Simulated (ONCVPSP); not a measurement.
## Building the ONCV potential for titanium (Ti) (LDA (Perdew-Wang 92), scalar-relativistic).

ONCVPSP 4.0.1 input, shortened (lines: element, Z, core and valence counts, functional; n l f; lmax; l rc ep ncon nbas qcut; lloc lpopt rc5 dvloc0; l nproj debl; icmod fcfact rcfact), LDA (Perdew-Wang 92), scalar-relativistic:

```
  Ti 22.00    3    5  -001012      upf
    1    0    2.00
    2    0    2.00
    2    1    6.00
    3    0    2.00
    3    1    6.00
    3    2    2.00
    4    0    1.75
    4    1    0.25
    2
    0    1.55    0.00    4    9    5.60
    1    2.10    0.00    5    8    8.30
    2    2.25    0.00    4    9    7.60
    4    1    1.00    6.00
    0    2    1.30
    1    2    1.50
    2    2    3.30
    0    0.00    0.00
```

All-electron outer shells of the reference configuration (LDA (PZ), scalar-relativistic, ld1.x):

| shell | level (eV) | outermost node (bohr) | outermost maximum (bohr) |
| --- | --- | --- | --- |
| 2s | -535.81 | 0.09 | 0.27 |
| 2p | -444.32 | – | 0.22 |
| 3s | -62.61 | 0.40 | 0.87 |
| 3p | -39.13 | 0.37 | 0.90 |
| 4s | -4.81 | 1.24 | 2.88 |
| 3d | -4.79 | – | 0.97 |
| 4p | -1.71 | 1.39 | 3.80 |

Problem. Does the generator finish with these settings?

Solution. Yes, a potential is produced and its reference levels are reproduced.

Problem. Estimate the cutoffs (Ha) at which the residual kinetic energy of the hardest occupied pseudo-wave falls to 1 and 0.1 mHa per electron.

Solution. 20 Ha and 53 Ha.

Problem. What does a ghost test show?

Solution. No bound ghost flagged; no localised positive-energy state flagged.

Problem. Tests: 3s2 3p6 3d2 4s2 4p0; 3s2 3p6 3d2 4s1 4p0; 3s2 3p6 3d2 4s0 4p0; 3s2 3p6 3d2 4s0 4p1. Which has the largest error in its energy relative to the reference configuration, and how large is it?

Solution. 3s2 3p6 3d2 4s0 4p0, with +0.1 meV (all-electron minus pseudo) on +20.55 eV.
